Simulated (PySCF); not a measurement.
## Functional benchmark on one molecule

Molecule: SMILES COc1ccsc1, C5H6OS.

Geometry (Å), atoms numbered from 1 in this order:
```xyz
13

C     1.9894   -0.2633   -0.2665
O     0.8604    0.5580   -0.3605
C    -0.3370   -0.0424   -0.2487
C    -1.5290    0.7439   -0.3095
C    -2.6542   -0.0193   -0.1777
S    -2.2860   -1.6842    0.0205
C    -0.5919   -1.3844   -0.0727
H     2.0100   -1.0181   -1.0734
H     2.0295   -0.7863    0.7062
H     2.8694    0.3853   -0.3608
H    -1.5184    1.8254   -0.4438
H    -3.6908    0.3141   -0.1859
H     0.1139   -2.2074    0.0075
```

Geometry PBE0-D3(BJ)/def2-SVP throughout; GIAO in PySCF, gas phase, one conformer, non-relativistic; equivalent atoms averaged; basis pcSseg-1.

Reference values (estimated from measurements, as parent shift plus tabulated substituent increments; solution, not stated per compound (mostly CDCl3 or CCl4); Pretsch, Buehlmann, Badertscher, Structure Determination of Organic Compounds, 4th ed. (2009)): δ(H13) = 6.21 ppm, δ(H11) = 6.73 ppm, δ(H12) = 7.14 ppm. Computed shifts are taken against TMS, calculated as an isolated molecule at each level.

Problem. How do the functionals LDA, OPBE, KT3, B97-D, PBE0, B97-2, CAM-B3LYP, wB97X-D perform against the reference? Times are CPU seconds on shared hosts with different chips, so compare them loosely; the GGAs took longer than the global hybrids here, which isn't the general rule, and the cause wasn't traced.

Solution. 
```csv
functional,kind,H13,H11,H12,mean abs. error H,core-s
LDA,LDA,5.64,6.75,6.86,0.29,17
OPBE,GGA,5.68,6.74,6.87,0.27,25
KT3,GGA,5.54,6.59,6.69,0.42,21
B97-D,GGA,5.56,6.62,6.74,0.39,24
PBE0,global hybrid,5.76,6.81,7.00,0.22,18
B97-2,global hybrid,5.72,6.76,6.94,0.24,15
CAM-B3LYP,range-separated hybrid,5.75,6.76,7.02,0.20,19
wB97X-D,range-separated hybrid,5.79,6.81,7.06,0.19,20
```

For 1H the closest is wB97X-D (0.19 ppm, with CAM-B3LYP, PBE0 practically level) and the furthest KT3 (0.42 ppm). One molecule is a small sample, and vibrational and solvent effects are absent from the calculation.
